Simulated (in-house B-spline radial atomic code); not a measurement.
The mercury ion Hg⁵⁴⁺: [Ne] 3s2 (3p1/2)2 (3p3/2)3 3d9 (with a hole in an inner shell)

Level of theory: Dirac-Hartree-Fock, average of the jj configuration, Fermi nucleus of rms radius 5.4648 fm; calculated with a radial B-spline atomic code at the basis-set limit.

Screening seen three ways: the hydrogenic charge with the same mean radius, Z_r = [3n² - l(l+1)]/(2<r>), the one with the same energy, Z_e = n√(-2ε), and Slater's rules. Values are occupation-weighted means over j. An effective charge above Z reflects the relativistic contraction of the inner shells.

| shell | electrons | ε (eV) | <r> (bohr) | Z_r | Z_e | Slater |
| --- | --- | --- | --- | --- | --- | --- |
| 1s | 2 | -86959 | 0.01659 | 90.44 | 79.95 | 79.70 |
| 2s | 2 | -18175 | 0.06896 | 87.01 | 73.10 | 75.85 |
| 2p | 6 | -16248 | 0.06249 | 80.01 | 69.11 | 75.85 |
| 3s | 2 | -6574.4 | 0.1749 | 77.20 | 65.95 | 69.10 |
| 3p | 5 | -6035.4 | 0.1734 | 72.09 | 63.18 | 69.10 |
| 3d | 9 | -5376.9 | 0.1575 | 66.67 | 59.64 | 60.20 |

The least bound orbital is 3d5/2 at -5334 eV, while the most diffuse is 3p3/2 (<r> = 0.1789 bohr against 0.1592 bohr): energy order and size order differ.

For the 1s electron the small component carries 9.26 % of the norm, the zero-frequency Breit interaction raises the level by 311 eV, self-energy by 203.1 eV, and vacuum polarisation lowers it by 42.04 eV.
